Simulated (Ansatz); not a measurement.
Geometry optimisation, RKS r2SCANh-D4/def2-SVP in Ansatz 0.2.0.

input.yaml

```yaml
crystal:
  periodic: [false, false, false]
  atoms:
    - { symbol: Ga, position_ang: [-0.759211, -0.983631, 0.183658] }
    - { symbol: C, position_ang: [-0.445695, 0.857172, -0.439297] }
    - { symbol: Cl, position_ang: [-0.760965, -2.64662, -1.159647] }
    - { symbol: Cl, position_ang: [-1.267352, -1.43614, 2.211118] }
    - { symbol: H, position_ang: [1.818681, 0.76187, 0.273782] }
    - { symbol: Cl, position_ang: [2.652182, -0.180397, 0.635484] }
    - { symbol: H, position_ang: [0.305353, 0.871194, -1.240316] }
    - { symbol: H, position_ang: [-1.385679, 1.245284, -0.859154] }
    - { symbol: H, position_ang: [-0.157315, 1.511267, 0.394471] }
basis:
  gaussian: { orbitals: def2-SVP }
hamiltonian:
  xc: r2scanh
  dispersion: d4
relax:
  f_tol: 0.03
  max_steps: 50
output:
  orbitals: {}
```

Command:

```bash
$ ansatz run input.yaml --threads 4 --pin off --max-ram 5120MiB --backend cpu --events-out ev --progress --plain --runs-dir out
```

Task: Where does it end, and by what steps?

Result: The run converged. After 25 steps the energy has fallen by 0.319 eV; H5 moved furthest, 1.90 Å. Joined: Ga1–Cl6.

| step | energy less start (eV) | largest force component (eV/Å) | accepted |
| --- | --- | --- | --- |
| 0 | 0.0000 | 0.568 | yes |
| 1 | -0.0327 | 1.222 | yes |
| 2 | -0.0758 | 1.112 | yes |
| 3 | -0.1140 | 1.325 | yes |
| 4 | -0.1483 | 0.402 | yes |
| 5 | -0.1879 | 0.127 | yes |
| 6 | -0.1940 | 0.103 | yes |
| 7 | -0.1975 | 0.168 | yes |
| 8 | -0.1997 | 0.384 | yes |
| 9 | -0.2012 | 0.325 | yes |
| 10 | -0.1014 | 1.987 | no |
| 11 | -0.2072 | 0.055 | yes |
| 12 | -0.2085 | 0.353 | yes |
| 13 | -0.2179 | 0.086 | yes |
| 14 | -0.2243 | 0.163 | yes |
| 15 | -0.2087 | 1.061 | no |
| 16 | -0.2341 | 0.078 | yes |
| 17 | -0.2406 | 0.263 | yes |
| 18 | -0.2490 | 0.573 | yes |
| 19 | -0.2683 | 0.232 | yes |
| 20 | -0.2930 | 0.192 | yes |
| 21 | -0.3114 | 0.162 | yes |
| 22 | -0.3001 | 0.385 | no |
| 23 | -0.3160 | 0.193 | yes |
| 24 | -0.3182 | 0.064 | yes |
| 25 | -0.3189 | 0.020 | yes |

```xyz
9
Properties=species:S:1:pos:R:3
Ga -0.333 -0.674 0.083
C -0.765 1.043 -0.701
Cl -0.370 -2.539 -0.985
Cl -0.347 -0.967 2.251
H 1.998 -0.627 1.564
Cl 2.383 -0.348 0.354
H -0.267 1.146 -1.674
H -1.851 1.112 -0.856
H -0.448 1.855 -0.036
```

Time of the run: 2.8 min on 4 threads of Arm Neoverse N1, with other jobs on the host, peak memory 0.36 GiB.
